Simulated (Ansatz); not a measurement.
**Question.** Predict a relaxed structure of [WSF4]- (WSF₄⁻), charge -1, doublet, at r2SCAN-D4/def2-SVPD (Ansatz).

**Answer.** 
```xyz
6

W     0.0491   -0.0059    0.0510
S     1.5404   -0.1844    1.6013
F     0.4449    1.5296   -1.0533
F    -1.4087    1.0950    0.6811
F    -1.2403   -1.4343    0.2265
F     0.6146   -0.9999   -1.5066
```
Point group C4v (tolerance 0.1 Å). The metal has 5 neighbours: S 2.16 Å, F 1.93 Å, F 1.93 Å, F 1.93 Å, F 1.93 Å. This is one stationary point.

In the def2 sets W takes a core potential; there is no spin–orbit coupling. The highest occupied level of the charge -1 doublet lies above zero (up to 0.16 eV). By energy differences its removal costs 2.97 eV (vertical, to the charge 0 singlet, at PBE0-D4/def2-TZVPD). The relaxation made no stability test and no search for a lower SCF solution. No other spin state of charge -1 was run.
